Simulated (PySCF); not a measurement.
# [Dy(H2O)6]3+ at several levels of theory

Computed with PySCF 2.14.0 (density fitting, no spin-orbit coupling) at the geometry relaxed with PBE0:

```xyz
19
[Dy(H2O)6]3+ (singlet in the valence; each metal's 4f electrons, 9 of them, lie in its core potential, out of spins and levels)
Dy    0.0000    0.0000    0.0000
O     0.0000    0.0000    2.3500
H     0.7702   -0.0042    2.9512
H    -0.7702    0.0042    2.9512
O     0.0000    0.0000   -2.3500
H     0.7702    0.0005   -2.9512
H    -0.7702   -0.0006   -2.9512
O     2.3505   -0.0055    0.0000
H     2.9499   -0.7771    0.0006
H     2.9535    0.7633   -0.0006
O     0.0055    2.3500    0.0000
H     0.0103    2.9512    0.7702
H     0.0035    2.9512   -0.7702
O    -2.3505    0.0055    0.0000
H    -2.9499    0.7771    0.0006
H    -2.9535   -0.7633   -0.0006
O    -0.0055   -2.3500    0.0000
H    -0.0103   -2.9512    0.7702
H    -0.0035   -2.9512   -0.7702
```

| level | basis | state | HOMO (eV) | gap (eV) | charge on Dy1 (e) | population of f-type functions on Dy1 (polarisation alone where 4f lies in the core) | dipole about the centre of mass (D) | largest force component (eV/Å) |
| --- | --- | --- | --- | --- | --- | --- | --- | --- |
| PBE0 | Dy lcecp-1-SVP with ECP55, O def2-SVP, H def2-SVP | singlet | -22.78 | 9.91 | 1.34 | 0.06 | 0.00 | 0.00 |
| revPBE | the same | singlet | -20.81 | 7.06 | 1.16 | 0.06 | 0.00 | 0.36 |
| PBE0 | Dy lcecp-1-TZVP with ECP55, O def2-TZVP, H def2-TZVP | singlet | -22.83 | 9.95 | 1.94 | 0.08 | 0.00 | 0.32 |

In the lcecp rows the 4f levels are missing from HOMO and gap, and the state counts the valence alone.

Charges are Mulliken's, which hang on the basis. The relaxation used the grid (50, 194), these runs (75, 302) or, all-electron (x2c bases, spin-free X2C Hamiltonian), (99, 590).

A further run in the first row's basis gives HOMO (eV) -21.72, gap (eV) 8.48, charge on Dy1 (e) 1.31, population of f-type functions on Dy1 (polarisation alone where 4f lies in the core) 0.05, dipole about the centre of mass (D) 0.00, largest force component (eV/Å) 0.23. Which level was it?
A. PBE
B. TPSSh
C. r2SCAN

B. The others give HOMO -21.33 eV (r2SCAN); -20.85 eV (PBE).

In the first row's basis the gap widens with exact exchange: 7.0 to 7.8 eV for PBE, revPBE, r2SCAN (none); 8.5 to 9.9 eV for TPSSh, PBE0 (a fixed share).

An lcecp potential fixes the number of 4f electrons, so in runs with it no electron can move into or out of that shell.
